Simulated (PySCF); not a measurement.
ammonium (H₄N), SMILES [NH4+], charge +1.

Coordinates come from a r2SCAN-D4/def2-TZVPD optimisation.

Calculation: ωB97X/def2-TZVPD (PySCF).

Symmetry labels are those of the subgroup D2 that the program uses (full group Td).

Computed valence orbital energies around the gap with their symmetry:
```
orbital  symmetry  energy (eV)
-------  --------  -----------
HOMO−4          A      -401.77
HOMO−3          A       -37.37
HOMO−2         B1       -25.40
HOMO−1         B2       -25.40
HOMO           B3       -25.40
LUMO            A        -3.89
LUMO+1         B1        -1.50
LUMO+2         B2        -1.50
LUMO+3         B3        -1.50
```
